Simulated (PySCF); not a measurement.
## GeCl, PBE: how much the basis matters

PySCF, UKS reference; doublet, unpaired electrons π ↑; De to Ge + Cl without counterpoise correction.

```csv
basis,relativity,functions,Re (Å),ωe (cm⁻¹),De (eV),μ (D)
cc-pVDZ-PP/cc-pV(D+d)Z,scalar-relativistic core potentials,46,2.217,385,4.21,-1.82
def2-TZVPP,no relativity,90,2.193,392,4.33,-1.56
def2-TZVPPD,no relativity,105,2.195,390,4.33,-1.55
```

Q: How does each smaller set differ from the one with most functions, def2-TZVPPD?

A: cc-pVDZ-PP/cc-pV(D+d)Z: +2.2 pm, -1.3 % in ωe, -0.12 eV in De; def2-TZVPP: -0.2 pm, +0.5 % in ωe, +0.00 eV in De. All at PBE; the set with most functions is neither the basis-set limit nor always the best. The rows treat relativity differently, so the differences are not basis effects alone.

A positive dipole means Ge(−)Cl(+). Spin–orbit coupling is left out. The state is the lowest determinant that a PBE0 search found; another state may lie lower at other levels.
